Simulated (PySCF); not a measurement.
F₄Sn, charge -1, doublet, at a GFN2-xTB geometry (such geometries of metal compounds can be far from the true shape) (a state made from the parent by changing its charge; the spin is typed, not shown lowest) (core potentials on Sn). Base run: DF-BLYP/def2-SVP (PySCF).

PySCF was given this input:
```python
from pyscf import gto, scf, dft

mol = gto.Mole()
mol.atom = '''
    F    -1.143497   -1.783033   -0.875394
    Sn    0.000000    0.000000    0.000000
    F    -1.368901    1.837705    0.045329
    F     0.678881   -0.499713    2.131317
    F     1.833517    0.445040   -1.301253
'''
mol.basis = 'def2-svp'
mol.ecp = {'Sn': 'def2-svp'}
mol.charge = -1
mol.spin = 1
mol.verbose = 4
mol.build()

mf = dft.UKS(mol)
mf.xc = 'blyp'
mf = mf.density_fit(auxbasis='def2-universal-jkfit')
mf.kernel()
```

Each row names what was changed in the base input (with any setting that the change needs).

| change | basis functions | E (Eh) | HOMO (eV) | core-seconds (rough) |
|---|---|---|---|---|
| base | 82 | -613.38912 | -0.94 | 8 |
| basis = LANL2DZ | [?] | [?] | [?] | 5 |
| basis = def2-SV(P) | 82 | -613.38912 | -0.94 | 10 |
| basis = def2-SVPD | 124 | -613.50548 | -2.38 | 10 |
| basis = def2-TZVP | 174 | -613.96366 | -1.99 | 20 |
| basis = def2-TZVPP | 174 | -613.96366 | -1.99 | 20 |
| basis = def2-TZVPD | [?] | [?] | [?] | 20 |

**Question.** What belongs in the gaps?

**Answer.** 
- basis = LANL2DZ, basis functions: 44
- basis = LANL2DZ, E (Eh): -402.93206
- basis = LANL2DZ, HOMO (eV): -1.46
- basis = def2-TZVPD, basis functions: 216
- basis = def2-TZVPD, E (Eh): -613.97705
- basis = def2-TZVPD, HOMO (eV): -2.31

Totals compare only among sets that treat the same electrons; sets with core potentials leave the core out.

Open shells are given as the SCF converged; they aren't shown to be the lowest states, and a large step between rows can be another state.
